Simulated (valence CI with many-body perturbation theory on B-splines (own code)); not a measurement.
Values are calculated unless marked as measured or tabulated.
**Mo²⁶⁺: magnetic and hyperfine properties of the levels**

Method: relativistic CI+MBPT: six valence electrons over a frozen Dirac-Fock core [Ne], radial functions for each j: 9 s, 9 p, 8 d, 6 f, 3 g, 1 h, with the one-electron correlation potential Σ1, the two-electron term Σ2, the three-electron term Σ3, Breit, model QED; selected CI, second order for the rest, scaled by the run's own slope (own B-spline code, finite nucleus).

No measured spectrum was set against this ion. As an estimate, large intervals hold to a few tenths of a per cent, small ones and those within an open d or f shell to about a per cent. Among the levels kept, up to 1600 cm⁻¹ of a level comes from second order outside the variational space, and about a tenth of that is noise between levels of different J, which matters for small intervals.

A/g_I is the dipole constant over the nuclear g factor μ/I (μ in nuclear magnetons, uniformly magnetised nucleus), B/Q the quadrupole constant per barn. Both hold the static response of the core; the bare values leave it out. Large factors of s and p1/2 electrons are usually good to 5 to 10 %; those of open d and f shells near neutrality can be off by tens of per cent, and small factors of p3/2, d and f electrons come from cancelling terms and can be off by a factor of two or in sign, in half-filled shells by more. B is blank for J = 1/2, where it vanishes, and for nearly pure S terms. Energies count from the lowest level. Levels with J = 0 are left out.

Names give the largest LS component (configuration and term), which can be under half, so a name can repeat, a term be missing and a line seem to break the LS rules; names also repeat where a configuration has a term twice. Letters in brackets count levels of one name in rising energy.

| Level | E (cm⁻¹) | g | A/g_I (MHz) | A/g_I bare | B/Q (MHz/b) | B/Q bare |
| --- | --- | --- | --- | --- | --- | --- |
| 3s²3p⁴ ³P_2 | 0 | 1.388 | 26600 | 26500 | 18400 | 18000 |
| 3s²3p⁴ ³P_1 | 175430 | 1.498 | -4700 | -3630 | -25100 | -24500 |
| 3s²3p⁴ ¹D_2 | 218140 | 1.106 | 60500 | 59000 | -68900 | -67200 |
| 3s3p⁵ ³P°_2 | 767560 | 1.494 | 116000 | 113000 | -42900 | -41900 |
| 3s3p⁵ ³P°_1 | 823330 | 1.335 | -8740 | -7090 | 4060 | 3880 |
| 3s²3p³3d ³F°_2 [a] | 885470 | 1.084 | 19200 | 19300 | -4920 | -4670 |
| 3s²3p³3d ⁵D°_3 | 896040 | 1.294 | 14500 | 15100 | 18200 | 18100 |
| 3s²3p³3d ⁵D°_1 | 926000 | 1.417 | 6510 | 7660 | -9280 | -9290 |
| 3s²3p³3d ⁵D°_4 | 929810 | 1.371 | 9350 | 10000 | 22000 | 22200 |
| 3s²3p³3d ⁵D°_2 | 961350 | 1.306 | 11000 | 11600 | -15800 | -15300 |
| 3s²3p³3d ¹P°_1 | 1004800 | 1.122 | 171000 | 165000 | -19500 | -19100 |
| 3s²3p³3d ³G°_3 | 1014300 | 1.088 | 12500 | 12800 | 34600 | 34400 |
| 3s²3p³3d ³D°_1 [a] | 1035500 | 0.692 | 31000 | 30200 | -3650 | -3450 |
| 3s²3p³3d ³F°_2 [b] | 1041500 | 0.956 | 42800 | 42000 | -44900 | -43800 |
| 3s²3p³3d ³F°_3 [a] | 1060400 | 1.139 | 34800 | 34500 | -29100 | -28300 |
| 3s²3p³3d ³D°_3 [a] | 1077600 | 1.218 | 3720 | 4370 | 20200 | 20200 |
| 3s²3p³3d ³G°_4 | 1090100 | 1.185 | 21500 | 21600 | 13100 | 13300 |
| 3s²3p³3d ³D°_1 [b] | 1098700 | 0.678 | 23200 | 22600 | -3960 | -3730 |
| 3s²3p³3d ³F°_4 | 1109300 | 1.183 | 20100 | 20200 | 34200 | 33800 |
| 3s²3p³3d ¹G°_4 | 1131500 | 1.099 | 32300 | 31800 | -7470 | -6540 |
| 3s²3p³3d ³G°_5 | 1145200 | 1.197 | 29200 | 29000 | 10800 | 11300 |
| 3s²3p³3d ³F°_2 [c] | 1147200 | 0.945 | 42700 | 42200 | 25000 | 24700 |
| 3s²3p³3d ³P°_1 [a] | 1185400 | 1.362 | 13200 | 14100 | 2320 | 2200 |
| 3s²3p³3d ³D°_2 | 1210300 | 1.217 | -9020 | -7860 | 34500 | 34000 |
| 3s²3p³3d ³P°_2 [a] | 1223600 | 1.120 | 28600 | 28400 | 19200 | 18900 |
| 3s²3p³3d ³F°_3 [b] | 1230300 | 1.099 | 24200 | 24100 | -7610 | -6710 |
| 3s²3p³3d ³D°_3 [b] | 1241700 | 1.188 | 26700 | 26700 | 29700 | 29400 |
| 3s²3p³3d ³P°_2 [b] | 1254400 | 1.192 | 38600 | 38200 | 1280 | 1140 |
| 3s²3p³3d ³P°_1 [b] | 1263000 | 1.402 | 33200 | 32700 | -11400 | -11100 |
| 3s²3p³3d ¹F°_3 | 1277700 | 1.142 | 20700 | 20700 | 12200 | 12100 |
| 3s²3p³3d ³S°_1 | 1295900 | 1.511 | 16000 | 16900 | -4130 | -4020 |

Question: Take the isotope of mass number 95, with I = 5/2, μ = -0.9132 μN and Q = -0.022 b. What is the hyperfine structure of 3s²3p⁴ ³P_1?

Answer: From the table A = 1720 MHz, B = 552 MHz. Shifts from the centre of gravity in MHz: F = 3/2: -5630, F = 5/2: -2160, F = 7/2: 4440.
